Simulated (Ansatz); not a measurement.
Spectroscopic constants of AsH, multiplicity 3 (the spin of the measured ground state). No spin–orbit coupling. As is treated without relativity.

Seven points along R, fitted to fifth degree in 1/R; most abundant isotopes. In def2 and cc sets the state is the lowest found near the PBE0 minimum, followed along R.

Correlated levels freeze the inner cores; with def2 sets outer-core shells near the valence are correlated too. CBS: X⁻³ extrapolation of the correlation energy, Hartree–Fock from the larger set.

The values were computed with Ansatz (Gaussian basis) for Hartree–Fock, density functionals and correlated methods. Each number belongs to the level named beside it.

**Question.** What bond length and harmonic frequency does CCSD/def2-TZVPP give, and what D_e (from each atom's lowest state at the same level)?

**Answer.** r_e = 1.525 Å, ω_e = 2174 cm⁻¹, D_e = 2.79 eV.

**Question.** What bond length and harmonic frequency does CCSD/def2-QZVPP give, and what D_e (from each atom's lowest state at the same level)?

**Answer.** r_e = 1.519 Å, ω_e = 2195 cm⁻¹, D_e = 2.86 eV.

**Question.** What bond length and harmonic frequency does CCSD(T)/CBS(def2-TZVPP, def2-QZVPP) give?

**Answer.** r_e = 1.520 Å, ω_e = 2178 cm⁻¹.

Measured for the ground state: D_0 2.801 ± 0.03 eV (a handbook's tabulated 298 K bond energy less 3RT/2; such tables hold older values) [Luo, bond dissociation energies, CRC Handbook].

Ansatz is a first-principles code.
